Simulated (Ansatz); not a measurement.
Ansatz (a quantum-chemistry and plane-wave program) input (B3LYP-D3(BJ)/def2-TZVP):

Ansatz 0.2 input:
```yaml
crystal:
  periodic: [false, false, false]
  atoms:
    - {symbol: Ce, position_ang: [0.00000000, 0.00000000, 0.00000000]}
    - {symbol: O, position_ang: [0.00000000, 0.00000000, 1.75631509]}
    - {symbol: O, position_ang: [-0.00000000, -0.00000000, -1.75631509]}
basis:
  gaussian:
    orbitals: def2-TZVP
hamiltonian:
  xc: b3lyp
  dispersion: d3bj
total_charge: 1
magnetization: {spin_polarized: true, initial_magnetization: 1}
phonons: {temperatures: {t_min: 298.15, t_max: 298.15, t_step: 100}}
```

Output:

```
Functional definition: B3LYP
integrals: 0.09 GiB planned
1174 factors; their error is unknown
mean field: 0.98 GiB planned
mean field evaluation 1: about -16974.9020 eV, gradient 1.2e2 eV
mean field evaluation 2: about -15099.3956 eV, gradient 9.3e2 eV
mean field evaluation 4: about -16192.7852 eV, gradient 5.9e2 eV
mean field evaluation 8: about -17018.9307 eV, gradient 7.9e-1 eV
mean field -17018.96081193 eV, -625.4352739725 hartree, gradient 2.5e-5 eV, S^2 0.752132; 0 other end points of the search recorded, 0 dependent functions left out
the calculation of the forces begins
reference -17018.96103063 eV, -625.4352820094 hartree; 23, 22 occupied and 132, 133 virtual orbitals, 1174 factors
these checks for a lower state are left out or cut short: stability, starts, cluster_reference, orbital_swaps, neighbouring_geometries, increment
integrals: 0.09 GiB planned
1174 factors; their error is unknown
mean field: 0.98 GiB planned
mean field evaluation 16: about -17018.9367 eV, gradient 2.1e-1 eV
mean field -17018.96080247 eV, -625.4352736246 hartree, gradient 9.0e-7 eV, S^2 0.752132; 0 other end points of the search recorded, 0 dependent functions left out
the calculation of the forces begins
reference -17018.96102116 eV, -625.4352816615 hartree; 23, 22 occupied and 132, 133 virtual orbitals, 1174 factors
these checks for a lower state are left out or cut short: stability, starts, cluster_reference, orbital_swaps, neighbouring_geometries, increment
integrals: 0.09 GiB planned
1174 factors; their error is unknown
mean field: 0.98 GiB planned
mean field -17018.96080247 eV, -625.4352736246 hartree, gradient 8.9e-7 eV, S^2 0.752132; 0 other end points of the search recorded, 0 dependent functions left out
the calculation of the forces begins
reference -17018.96102116 eV, -625.4352816615 hartree; 23, 22 occupied and 132, 133 virtual orbitals, 1174 factors
these checks for a lower state are left out or cut short: stability, starts, cluster_reference, orbital_swaps, neighbouring_geometries, increment
integrals: 0.09 GiB planned
1174 factors; their error is unknown
mean field: 0.98 GiB planned
mean field evaluation 32: about -17018.9367 eV, gradient 2.1e-1 eV
mean field -17018.96080247 eV, -625.4352736246 hartree, gradient 8.9e-7 eV, S^2 0.752132; 0 other end points of the search recorded, 0 dependent functions left out
the calculation of the forces begins
reference -17018.96102116 eV, -625.4352816615 hartree; 23, 22 occupied and 132, 133 virtual orbitals, 1174 factors
these checks for a lower state are left out or cut short: stability, starts, cluster_reference, orbital_swaps, neighbouring_geometries, increment
integrals: 0.09 GiB planned
1174 factors; their error is unknown
mean field: 0.98 GiB planned
mean field -17018.96080247 eV, -625.4352736246 hartree, gradient 8.9e-7 eV, S^2 0.752132; 0 other end points of the search recorded, 0 dependent functions left out
the calculation of the forces begins
reference -17018.96102116 eV, -625.4352816615 hartree; 23, 22 occupied and 132, 133 virtual orbitals, 1174 factors
these checks for a lower state are left out or cut short: stability, starts, cluster_reference, orbital_swaps, neighbouring_geometries, increment
integrals: 0.09 GiB planned
1174 factors; their error is unknown
mean field: 0.98 GiB planned
mean field -17018.96062322 eV, -625.4352670375 hartree, gradient 2.9e-6 eV, S^2 0.752137; 0 other end points of the search recorded, 0 dependent functions left out
the calculation of the forces begins
reference -17018.96084191 eV, -625.4352750744 hartree; 23, 22 occupied and 132, 133 virtual orbitals, 1174 factors
these checks for a lower state are left out or cut short: stability, starts, cluster_reference, orbital_swaps, neighbouring_geometries, increment
integrals: 0.09 GiB planned
1174 factors; their error is unknown
mean field: 0.98 GiB planned
mean field -17018.96062322 eV, -625.4352670375 hartree, gradient 2.9e-6 eV, S^2 0.752137; 0 other end points of the search recorded, 0 dependent functions left out
the calculation of the forces begins
reference -17018.96084191 eV, -625.4352750744 hartree; 23, 22 occupied and 132, 133 virtual orbitals, 1174 factors
these checks for a lower state are left out or cut short: stability, starts, cluster_reference, orbital_swaps, neighbouring_geometries, increment
integrals: 0.09 GiB planned
1174 factors; their error is unknown
mean field: 0.98 GiB planned
mean field evaluation 64: about -17018.9368 eV, gradient 1.6e-1 eV
mean field -17018.96080957 eV, -625.4352738858 hartree, gradient 1.1e-6 eV, S^2 0.752132; 0 other end points of the search recorded, 0 dependent functions left out
the calculation of the forces begins
reference -17018.96102826 eV, -625.4352819226 hartree; 23, 22 occupied and 132, 133 virtual orbitals, 1174 factors
these checks for a lower state are left out or cut short: stability, starts, cluster_reference, orbital_swaps, neighbouring_geometries, increment
integrals: 0.09 GiB planned
1174 factors; their error is unknown
mean field: 0.98 GiB planned
mean field -17018.96080957 eV, -625.4352738858 hartree, gradient 1.1e-6 eV, S^2 0.752132; 0 other end points of the search recorded, 0 dependent functions left out
the calculation of the forces begins
reference -17018.96102826 eV, -625.4352819226 hartree; 23, 22 occupied and 132, 133 virtual orbitals, 1174 factors
these checks for a lower state are left out or cut short: stability, starts, cluster_reference, orbital_swaps, neighbouring_geometries, increment
integrals: 0.09 GiB planned
1174 factors; their error is unknown
mean field: 0.98 GiB planned
mean field -17018.96080957 eV, -625.4352738858 hartree, gradient 1.1e-6 eV, S^2 0.752132; 0 other end points of the search recorded, 0 dependent functions left out
the calculation of the forces begins
reference -17018.96102826 eV, -625.4352819226 hartree; 23, 22 occupied and 132, 133 virtual orbitals, 1174 factors
these checks for a lower state are left out or cut short: stability, starts, cluster_reference, orbital_swaps, neighbouring_geometries, increment
integrals: 0.09 GiB planned
1174 factors; their error is unknown
mean field: 0.98 GiB planned
mean field -17018.96080957 eV, -625.4352738858 hartree, gradient 1.1e-6 eV, S^2 0.752132; 0 other end points of the search recorded, 0 dependent functions left out
the calculation of the forces begins
reference -17018.96102826 eV, -625.4352819226 hartree; 23, 22 occupied and 132, 133 virtual orbitals, 1174 factors
these checks for a lower state are left out or cut short: stability, starts, cluster_reference, orbital_swaps, neighbouring_geometries, increment
integrals: 0.09 GiB planned
1174 factors; their error is unknown
mean field: 0.98 GiB planned
mean field evaluation 96: about -17018.9607 eV, gradient 2.9e-4 eV
mean field -17018.96072697 eV, -625.4352708502 hartree, gradient 1.8e-6 eV, S^2 0.752149; 0 other end points of the search recorded, 0 dependent functions left out
the calculation of the forces begins
reference -17018.96094574 eV, -625.4352788899 hartree; 23, 22 occupied and 132, 133 virtual orbitals, 1174 factors
these checks for a lower state are left out or cut short: stability, starts, cluster_reference, orbital_swaps, neighbouring_geometries, increment
integrals: 0.09 GiB planned
1174 factors; their error is unknown
mean field: 0.98 GiB planned
mean field -17018.96069481 eV, -625.4352696684 hartree, gradient 1.8e-6 eV, S^2 0.752118; 0 other end points of the search recorded, 0 dependent functions left out
the calculation of the forces begins
reference -17018.96091343 eV, -625.4352777025 hartree; 23, 22 occupied and 132, 133 virtual orbitals, 1174 factors
Total energy: -17019.03677716 eV, -625.4380656431 hartree
Atom 0 at     0.000000     0.000000     0.000000 Å, force     0.000000     0.000000    -0.000000 eV/Å
Atom 1 at     0.000000     0.000000     1.756315 Å, force    -0.000000    -0.000000     0.000013 eV/Å
Atom 2 at    -0.000000    -0.000000    -1.756315 Å, force    -0.000000    -0.000000    -0.000013 eV/Å
Dipole moment:     0.000000    -0.000000    -0.000000 e Å
Vibrations: 177.84 177.84 765.38 794.00 cm⁻¹, zero-point energy 0.118719 eV
```

The spin state was set by rule; other spins were not relaxed.
